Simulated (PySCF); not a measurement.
Ionisation energy of Sc²⁺ by level of theory

Sc²⁺ [Ar] 3d1 [3d3/2^1, M_J = 3/2] → Sc³⁺ [Ar], as a difference of total energies. Calculation: PySCF 2.14, in x2c-TZVPPall-2c (6s7p4d2f1g, 70 functions); the two-component X2C-1e Hamiltonian. Correlated levels: [Ne] frozen. "Screened" scales the spin-orbit matrix elements by Boettger's factors to mimic the two-electron term; Breit and QED terms are absent.

```json
{"method": "GHF (spin-free)", "ionisation energy (eV)": "23.768"}
{"method": "GMP2 (spin-free)", "ionisation energy (eV)": "23.956"}
{"method": "GHF (screened spin-orbit)", "ionisation energy (eV)": "23.781"}
{"method": "GMP2 (screened spin-orbit)", "ionisation energy (eV)": "23.972"}
```

Q: How much does correlation contribute at GMP2 (screened spin-orbit)?

A: 23.972 − (23.781) = 0.191 eV, measured against GHF (screened spin-orbit).

Errors of the correlated levels include the incompleteness of this basis and the frozen core.

For comparison: 24.757 eV (measured; NIST Atomic Spectra Database, ionization energies).
